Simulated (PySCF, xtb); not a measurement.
C2H9NOSi, SMILES CO[SiH](C)N. Other conformers were not sampled.

Harmonic wavenumbers (cm⁻¹) from GFN2-xTB (xtb 6.7.1) at its own minimum, in rising order: 85, 92, 102, 147, 189, 194, 272, 316, 553, 652, 682, 718, 769, 799, 815, 869, 905, 1134, 1137, 1155, 1380, 1415, 1481, 1491, 1492, 1498, 1526, 2212, 2947, 2965, 2981, 3037, 3049, 3059, 3463, 3512.

Problem. What does PBE-D3(BJ)/def2-SVP in PySCF give at its own minimum? (Estimate from the structure and the level; the computed values follow.)

Solution. 79, 108, 123, 152, 189, 270, 307, 311, 377, 614, 655, 728, 754, 804, 853, 860, 907, 1114, 1137, 1169, 1221, 1379, 1383, 1417, 1422, 1425, 1491, 2144, 2898, 2960, 2982, 3023, 3079, 3092, 3495, 3593. Paired by order, the mean absolute difference is 38 cm⁻¹ and the zero-point energies are 70.2 and 69.4 kcal/mol.
